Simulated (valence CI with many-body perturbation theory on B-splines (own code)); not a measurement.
How close is CI+MBPT for In?

Calculated by configuration interaction combined with many-body perturbation theory (CI+MBPT): three valence electrons over a frozen Dirac-Fock core [Kr] 4d10, a basis of 11 s, 11 p, 10 d, 8 f, 5 g, 2 h functions for each j, with the one-electron correlation potential Σ1 (screened to all orders), the two-electron term Σ2, the three-electron term Σ3, Breit, model QED; selected single and double excitations, second order for the rest, scaled by the run's own slope (own B-spline code, finite nucleus).

Against 12 measured levels this calculation errs by 162 cm⁻¹ on average and by 504 at most. These come from a selection out of the NIST Handbook of Basic Atomic Spectroscopic Data. Levels without a partner in it may be off by more.

Measured levels: NIST Handbook of Basic Atomic Spectroscopic Data (Sansonetti and Martin, J. Phys. Chem. Ref. Data 34, 1559 (2005)). Pairs share parity and J, and are chosen by configuration, term and nearness in energy; levels without a clear partner are left out. Energies in cm⁻¹ above the measured ground level.

```csv
Computed label,Label in the source,Measured,Computed,Difference
5s2.5p 2P°_1/2,5p 2P°,0,0.0,0
5s2.5p 2P°_3/2,5p 2P°,2212.6,2207.3,-5
5s2.6s 2S_1/2,6s 2S,24373.0,24479.9,+107
5s2.6p 2P°_1/2,6p 2P°,31817.0,31816.4,-1
5s2.6p 2P°_3/2,6p 2P°,32115.2,32110.3,-5
5s2.5d 2D_3/2,5d 2D,32892.2,32843.8,-48
5s2.5d 2D_5/2,5d 2D,32915.5,32864.9,-51
5s.5p2 4P_1/2,5s 5p2 4P,34977.7,34473.2,-504
5s.5p2 4P_3/2,5s 5p2 4P,36020.8,35517.3,-503
5s2.7s 2S_1/2,7s 2S,36301.8,36211.0,-91
5s.5p2 4P_5/2,5s 5p2 4P,37451.9,36957.1,-495
5s2.6d 2D_3/2,6d 2D,39048.5,38980.7,-68
5s2.6d 2D_5/2,6d 2D,39098.4,39028.8,-70
```

Over 12 excited levels the mean absolute difference is 162 cm⁻¹, the median 69 and the largest 504. The comparison draws on a selection of the measured levels: 13 of the 38 computed ones have a partner in it, and others may be off by more.

Rates against NIST Handbook of Basic Atomic Spectroscopic Data (Sansonetti and Martin, J. Phys. Chem. Ref. Data 34, 1559 (2005)):

```csv
"λ vac, measured (nm)",Upper,Lower,A computed (s⁻¹),A tabulated (s⁻¹)
271.11,5s2.6d 2D_5/2,5s2.5p 2P°_3/2,2.41e+07,2.70e+07
275.47,5s2.7s 2S_1/2,5s2.5p 2P°_1/2,1.38e+07,1.30e+07
293.35,5s2.7s 2S_1/2,5s2.5p 2P°_3/2,2.30e+07,2.30e+07
304.02,5s2.5d 2D_3/2,5s2.5p 2P°_1/2,1.14e+08,1.11e+08
325.70,5s2.5d 2D_5/2,5s2.5p 2P°_3/2,1.32e+08,1.30e+08
325.95,5s2.5d 2D_3/2,5s2.5p 2P°_3/2,2.29e+07,3.00e+07
410.29,5s2.6s 2S_1/2,5s2.5p 2P°_1/2,5.15e+07,5.00e+07
451.26,5s2.6s 2S_1/2,5s2.5p 2P°_3/2,9.17e+07,8.90e+07
```
